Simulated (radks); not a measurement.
Problem. Coherent X-ray form factor from a spherical all-electron density. Calculated with a radial shooting solver on a logarithmic mesh with Libxc functionals: scalar-relativistic Kohn-Sham, exchange-only LDA, spin-polarised, spherical densities, finite nucleus; Fermi nuclear charge, rms radius of each element as measured or else 0.836 A^(1/3) + 0.57 fm.

sin(theta)/lambda (1/angstrom)  f0 (electrons)
0.05                                    46.488
0.1                                     45.044
0.15                                    42.902
0.2                                     40.344
0.25                                    37.625
0.3                                     34.929
0.4                                     30.032
0.5                                     26.077
0.6                                     23.063
0.8                                     19.059
1                                       16.354
1.25                                    13.468
1.5                                     10.903
2                                        7.355

The species is in the configuration that NIST lists as its ground one. Which atom or ion scatters so?

Solution. The tin ion Sn3+, [Kr] 4d10 5s1. Extrapolating in s^2 from the first two rows gives f0(0) = 47.0, near the electron count 47; among species with that count, the fall with angle is slower the higher Z, and the table is that of Z = 50; from so few rows the species is fixed only to a neighbour or two.
